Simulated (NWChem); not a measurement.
System: SeICl; SMILES I[Se]Cl

This build's default masses of Se (78.918 u) and Br (79.917 u) are each other's, which moves their modes by up to 0.6 %. def2 effective core potentials on I; no spin-orbit coupling.

Q: Give the equilibrium geometry at PBE0/def2-SVP with def2 effective core potentials on I (NWChem) as a Z-matrix, with the point group.

A: point group Cs; any orientation.
```
Se
Cl 1 2.1798
I 1 2.5167 2 102.74
```
